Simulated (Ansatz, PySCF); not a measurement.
Pulling on the Zn1–H2 bond in H2Zn (SMILES [ZnH2]) (multiplicity 1 held, fragments rigid). Energies count from the point at 1.544 Å.
Geometry at that point (charge 0, multiplicity 1):
```xyz
3

Zn     0.00000     0.00000     0.00000
H      0.00000     0.00000     1.54405
H      0.00000     0.00000    -1.54405
```

Unrestricted levels (U-) break spin symmetry where that is lower. Active spaces are followed from a long bond inwards. Levels need not reach the same state.

Correlated levels freeze the cores. Rows in LANL2DZ carry no dispersion term and start afresh at each structure. LANL2DZ brings its own core potentials from Na on.

Run with Ansatz (a program for electronic structure); PySCF for LANL2DZ rows. 

Energies in kcal/mol.

```tsv
R (Å)	R-BP86/LANL2DZ	R-B3LYP/LANL2DZ	U-B3LYP/def2-TZVPP	U-wB97X-V/def2-TZVPP	FIC-MRCISD+Q on CASSCF(2,2)/def2-TZVPP
1.235	32.5	31.7	22.8	23.0	22.4
1.390	8.8	8.3	4.3	4.3	4.1
1.544	0.0	0.0	0.0	0.0	0.0
1.698	-0.6	-0.1	3.0	3.3	3.2
1.853	3.2	4.2	9.8	10.5	10.0
2.084	12.8	14.6	22.9	24.6	23.0
2.316	24.0	26.6	36.7	39.6	36.3
2.702	42.1	46.2	57.3	62.9	55.1
3.088	57.4	62.9	69.6	75.9	68.0
3.551	71.3	78.4	76.3	81.7	76.3
4.169	83.7	92.7	79.5	83.5	80.2
4.941	92.5	103.6	80.4	83.9	81.3
```

Doubts at one or more of the structures used: a restricted determinant that unrestricted orbitals would lower (R-BP86/LANL2DZ, R-B3LYP/LANL2DZ); a spin-contaminated determinant (U-B3LYP/def2-TZVPP, U-wB97X-V/def2-TZVPP).
